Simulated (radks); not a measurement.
All-electron atom: P I in [Ne] 3s2 3p3. All-electron calculation, scalar-relativistic Kohn-Sham, XLYP, spin-unpolarised, spherical densities, finite nucleus; Fermi nuclear charge, rms radius 3.1889 fm. Program: a radial shooting solver on a logarithmic mesh with Libxc functionals.

Local quantities along the radius. ELF = 1/(1 + alpha^2) is the electron localisation function; alpha = (tau - tau_W)/tau_unif compares the Pauli kinetic energy density with that of the uniform gas. tau is taken from the large components.

```
   r/bohr * ELF (the largest magnitude, 1, reaches the edge; | marks zero)
 0.003353 |                                                      *
  0.00381 |                                                      *
 0.004296 |                                                      *
 0.004883 |                                                      *
 0.005505 |                                                      *
 0.006257 |                                                      *
 0.007055 |                                                      *
 0.008018 |                                                      *
 0.009041 |                                                      *
  0.01027 |                                                      *
  0.01159 |                                                      *
  0.01317 |                                                      *
  0.01485 |                                                      *
  0.01687 |                                                      *
  0.01918 |                                                      *
  0.02162 |                                                      *
  0.02457 |                                                      *
  0.02771 |                                                      *
  0.03149 |                                                      *
  0.03551 |                                                      *
  0.04036 |                                                      *
   0.0455 |                                                      *
  0.05171 |                                                      *
  0.05831 |                                                      *
  0.06627 |                                                     *
  0.07472 |                                                    *
  0.08492 |                                                   *
  0.09652 |                                               *
   0.1088 |                                        *
   0.1237 |                             *
   0.1395 |                   *
   0.1585 |             *
   0.1787 |           *
   0.2031 |             *
    0.229 |                   *
   0.2603 |                            *
   0.2935 |                                    *
   0.3335 |                                          *
   0.3791 |                                             *
   0.4274 |                                              *
   0.4858 |                                               *
   0.5477 |                                             *
   0.6225 |                                          *
   0.7018 |                                 *
   0.7977 |                 *
   0.8994 |       *
    1.022 |    *
    1.153 |      *
     1.31 |                 *
    1.477 |                                 *
    1.679 |                                           *
    1.908 |                                             *
    2.151 |                                             *
    2.445 |                                          *
    2.756 |                                      *
    3.133 |                               *
    3.532 |                        *
    4.015 |               *
    4.527 |        *
    5.145 |   *
    5.801 | *
    6.593 |*
    7.433 *
    8.448 *
```

On this mesh the ELF has minima near r = 0.18, 1.0 bohr, which separate the shells, and maxima near 0.49 (0.86), 1.9 (0.84).

Self-consistent cycle (total energy in hartree, residual of the potential): 1: -342.101638, 1e+00; 2: -342.158120, 8e-01; 3: -342.193688, 6e-02; 4: -342.194286, 1e-02; 5: -342.194280, 5e-03; 6: -342.194284, 1e-03; 7: -342.194284, 7e-04; 8: -342.194284, 5e-04; 9: -342.194284, 3e-05; 10: -342.194284, 3e-05; 11: -342.194284, 5e-06; 12: -342.194284, 4e-06; 13: -342.194284, 1e-07; 14: -342.194284, 1e-07; 15: -342.194284, 1e-07; 16: -342.194284, 7e-08; 17: -342.194284, 1e-08; 18: -342.194284, 1e-08; 19: -342.194284, 2e-08; 20: -342.194284, 8e-09; 21: -342.194284, 4e-09; 22: -342.194284, 2e-09.
